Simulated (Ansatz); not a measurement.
Harmonic frequencies (cm⁻¹) at PBE0-D4/def2-TZVP from Ansatz: 78, 92, 99, 243, 339, 385, 392, 701, 2705.

Each molecule was computed in one conformer, which needn't be the lowest.

Question: Which molecule is it?
A. `[SH][In]([Cl])[Cl]`
B. `[F][InH][Cl]`
C. `[SH][InH][SH]`
D. `[OH][In]([Cl])[Br]`

Answer: A.
